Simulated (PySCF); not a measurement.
Bonds (- single, = double, # triple, : aromatic): O1=C2 1.160 Å, C2=C3 1.302 Å, C3-C4 1.447 Å, C4:C5 1.369 Å, C5:C6 1.415 Å, C6:C7 1.359 Å, C7:O8 1.348 Å, O8:C4 1.351 Å. C3 carries H9; C5 carries H10; C6 carries H11; C7 carries H12.

Theoretical values (PySCF): structure optimised with GFN2-xTB, PBE0/pcSseg-1 with gauge-including orbitals. Single conformer, relativity neglected, isolated molecule.

Scale: ¹³C (σ = 186.93 ppm) vs TMS (reference shieldings calculated alike).

Problem. Do the ¹³C shifts follow the atomic charges (in e)? Tabulate both.

Solution. 
```tsv
atoms	hybridisation	δ (ppm)	σ para (ppm)	Hirshfeld	IAO	Mulliken	ESP-fitted
C2	sp	215.5	-287	+0.21	+0.46	+0.42	+0.75
C7	sp2	145.3	-209	-0.00	-0.01	+0.15	-0.19
C4	sp2	144.9	-209	+0.06	+0.18	+0.27	+0.55
C6	sp2	118.9	-188	-0.09	-0.22	-0.15	-0.24
C5	sp2	111.5	-178	-0.10	-0.24	-0.16	-0.36
C3	sp2	25.8	-95	-0.12	-0.38	-0.31	-1.02
```

Correlation coefficients of δ with charge over these carbons: Hirshfeld +0.88, IAO +0.91, Mulliken +0.91, ESP-fitted +0.92; with the paramagnetic shielding -1.00. Among the 5 sp2 carbons alone: Hirshfeld +0.75, IAO +0.82, Mulliken +0.83, ESP-fitted +0.87. With so few points, grouped by hybridisation, these coefficients are fragile. Charge is one influence among several: hybridisation and low-lying excitations act through the paramagnetic term.

Shifts are as computed. Against solution values, carbons near 30 ppm lie about +3 ppm off and those near 130 ppm about +5 ppm. Of 1211 compounds with measured shifts, 218 miss one by over three times the rms of a fit or turn the order of signals round; such compounds aren't used in these exercises.
